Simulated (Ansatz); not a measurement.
Correlation energies of H5O2SSi2, SMILES `O[SiH](O)S[SiH2]` radical by basis set

Z-matrix (Å, degrees):
```
Si
O 1 1.635
S 1 2.145 2 106.0
O 1 1.627 2 109.0 3 122.2
H 1 1.475 2 113.5 3 -121.3
H 2 0.958 1 118.4 3 38.9
Si 3 2.132 1 98.8 2 -176.9
H 4 0.959 1 117.9 2 -59.4
H 7 1.490 3 111.8 1 -62.8
H 7 1.487 3 106.1 1 176.6
```

Charge 0, multiplicity 2. The structure was optimised at the PBE0-D4/def2-TZVP level. It is one conformer, not always the lowest. Frozen core, unrestricted reference, Ansatz. CBS rows extrapolate triple and quadruple zeta; past MP2 they add the triple-zeta difference.

| basis | HF (Eh) | MP2 corr. |
| --- | --- | --- |
| def2-TZVPP | -1128.26900 | -0.87713 |
| def2-QZVPP | -1128.30596 | -0.95101 |

Question: Estimate the CCSD correlation energy and the (T) correction in each basis where they were run (hartree).

Answer: 
```
     basis  CCSD corr.       (T)
def2-TZVPP    -0.92087  -0.03646
 CBS(def2)    -1.04948     as TZ
```
